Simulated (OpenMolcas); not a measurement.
## 3s2 3p along the 13-electron sequence

| Item | Value |
| --- | --- |
| Program | OpenMolcas |
| Method | SS-RASPT2, IPEA 0.25 Eh, imaginary shift 0.1 Eh |
| Basis | ANO-R3 |
| Scalar Hamiltonian | X2C, finite nucleus |
| Spin-orbit coupling | state interaction with AMFI integrals over the reference wave functions, term energies averaged over their components |

Active space for each ion: 1 electron in 9 orbitals (RAS2 3p; RAS3 3d 4s, at most 1 electron); closed shells correlated by CASPT2: 2s 2p 3s.

Computed levels in cm-1 above 2P* 1/2:

| Level | Al | Si+ | P2+ | S3+ | Cl4+ | Ar5+ |
| --- | --- | --- | --- | --- | --- | --- |
| 2P* 3/2 | 93.1 | 253 | 504 | 870 | 1383 | 2070 |
| weight of 2P* in the lowest level (%) | 100 | 100 | 100 | 100 | 100 | 100 |

Measured, with the error of the calculation in %. Measured levels: Al, Si+ from NIST Handbook of Basic Atomic Spectroscopic Data; P2+ from Martin, Zalubas and Musgrove, J. Phys. Chem. Ref. Data 14, 751 (1985); S3+ from NIST levels in Podobedova, Kelleher and Wiese, J. Phys. Chem. Ref. Data 38, 171 (2009); Ar5+ from Saloman, J. Phys. Chem. Ref. Data 39, 033101 (2010).

```json
{"Level": "2P* 3/2", "Al": "112 (-16.9)", "Si+": "287 (-11.8)", "P2+": "559 (-9.9)", "S3+": "951 (-8.6)", "Ar5+": "2208 (-6.1)"}
```

The fine-structure level 2P* 3/2 changes by a factor of 22.2 from Al to Ar5+. Its fourth root runs 3.11, 3.99, 4.74, 5.43, 6.10, 6.75, with steps per unit of Z of 0.88, 0.75, 0.69, 0.67, 0.65; equal steps would mean a (Z - σ)^4 law with constant σ.

Over all roots computed the reference weight is 0.91 to 0.97 in Cl4+, 0.91 to 0.97 in Ar5+; the roots of lowest weight are the least certain, and an intruder state may touch them. With one active electron, CASPT2 adds the correlation within the correlated inactive shells and between them and that electron, and leaves the splitting within a term as the reference gives it. No level of 3s2 3d was computed, though it lies in the active space (holds for Al). Measured partners are found by configuration, term and J. A level has none where our copy of the source lacks it or the pairing is in doubt (some pairs that miss far off the trend of their configuration count as doubtful), and it then counts in no deviation. Only configurations of the active space appear.

* marks odd parity.
